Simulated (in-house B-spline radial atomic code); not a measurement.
**Ionising Ga8+ with different functionals**

Computed with an all-electron radial atomic-structure program (B-spline basis): scalar-relativistic (spin-free X2C) Hamiltonian, Fermi nucleus of rms radius 3.9973 fm, spin-polarised at highest spin, spherical fractional occupations for the functionals, and exact exchange of hybrids averaged over the configuration. The ionisation energy is the difference of two self-consistent energies, [Ar] 3d5 → [Ar] 3d4, without Breit or QED terms; ε is the level of the shell that loses the electron (its least bound occupied spin orbital). There is no spin-orbit coupling in this Hamiltonian.

```csv
method,rung,ΔSCF (eV),-ε(3d) (eV)
PBE0,global hybrid,211.51,199.68
B3LYP,global hybrid,211.49,198.69
TPSSh,global hybrid,?,?
BHandHLYP,global hybrid,211.59,204.46
r2SCAN0,global hybrid,212.43,200.71
B97-1,global hybrid,211.40,198.80
HSE06,range-separated hybrid,211.42,199.17
wB97X,range-separated hybrid,?,?
CAM-B3LYP,range-separated hybrid,211.42,200.69
LC-wPBE,range-separated hybrid,211.21,200.52
```

What does TPSSh give?

ΔSCF 211.31 eV, and -ε(3d) = 196.67 eV.

What does wB97X give?

ΔSCF 211.02 eV, and -ε(3d) = 201.22 eV.

Among the functionals, which spreads more, the ΔSCF values or the orbital energies?

The orbital energies: ΔSCF values span about 1.40 eV and the orbital energies 7.79 eV; here energy differences depend much less on the functional than eigenvalues do.

How do they compare with the NIST value?

NIST lists 211 eV ± 2.2 (tabulated theory, ground level to ground level). Errors run from +0.02 to +1.43 eV; all lie within about twice that uncertainty, so the table can't rank the methods.
